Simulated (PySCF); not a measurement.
# Two-component Hartree-Fock for Er⁴⁺ (erbium, charge +4)

Start: [Xe] 4f10; 4f5/2 filled at m_j = -5/2, -3/2, -1/2, +1/2, +3/2, +5/2; 4f7/2 filled at m_j = +1/2, +3/2, +5/2, +7/2. Calculated with PySCF 2.14 in x2c-SVPall-2c (7s10p9d3f1g, 112 functions): generalised Hartree-Fock with the X2C-1e Hamiltonian and a Gaussian nucleus; one run each with spin-orbit coupling (SO) switched off, then screened by Boettger's factors.

| spinor shell | electrons | ε, spin-free (eV) | ε, screened SO (eV) | weight of nominal j (screened SO) | rms radius, screened SO (bohr) |
| --- | --- | --- | --- | --- | --- |
| 1s1/2 | 2 | -57830.1 | -57816.9 | 1.000 | 0.0231 |
| 2s1/2 | 2 | -9891.9 | -9887.8 | 1.000 | 0.0935 |
| 2p1/2 | 2 | -8753.2 | -9402.8 | 1.000 | 0.0798 |
| 2p3/2 | 4 | -8753.2 | -8480.4 | 1.000 | 0.0866 |
| 3s1/2 | 2 | -2317.1 | -2315.7 | 1.000 | 0.240 |
| 3p1/2 | 2 | -1964.0 | -2103.1 | 1.000 | 0.231 |
| 3p3/2 | 4 | -1964.0 | -1904.6 | 1.000 | 0.245 |
| 3d3/2 | 4 | -1519.1 | -1544.8 | 0.999 | 0.219 |
| 3d5/2 | 6 | -1519.1 | -1500.6 | 0.999 | 0.222 |
| 4s1/2 | 2 | -529.65 | -529.22 | 1.000 | 0.539 |
| 4p1/2 | 2 | -410.55 | -443.65 | 0.995 | 0.552 |
| 4p3/2 | 4 | -410.55 | -396.21 | 0.997 | 0.583 |
| 4d3/2 | 4 | -247.31 | -255.97 | 0.904 | 0.620 |
| 4d5/2 | 6 | -247.31 | -241.18 | 0.936 | 0.630 |
| 5s1/2 | 2 | -111.48 | -111.40 | 1.000 | 1.32 |
| 5p1/2 | 2 | -78.739 | -83.827 | 0.988 | 1.42 |
| 4f5/2 | 6 | -71.200 | -71.347 | 0.721 | 0.791 |
| 4f7/2 | 4 | -71.200 | -70.792 | 0.707 | 0.794 |

Problem. Where does 5p3/2 lie, and what is the 5p spin-orbit splitting (screened SO)?

Solution. At -76.549 eV, 7.278 eV above 5p1/2.

| quantity | spin-free | screened SO |
| --- | --- | --- |
| E (hartree) | -13073.47949 | -13084.34702 |
| M_J | 8 | 8 |
| ⟨J²⟩ | 72.004 | 72.004 |
| ⟨L²⟩ | 42.001 | 42.980 |
| ⟨S²⟩ | 6.002 | 5.837 |

Each row is a mean over spinors that exchange with the open shell spreads, by up to 16.597 eV (4d5/2).

Rows whose weight is well below 1 are mixtures of j = l ± 1/2: exchange outweighs spin-orbit coupling there, and the label is only the starting occupation.

Breit and QED terms are absent; they matter most for the inner s and p1/2 levels.

Densities and radii are taken from the X2C orbitals without a picture-change correction, which distorts them close to the nucleus.

Without spin-orbit coupling the j labels of p, d and f shells carry no meaning; the spin-free column gives the mean over the occupied spinors of each nl shell.
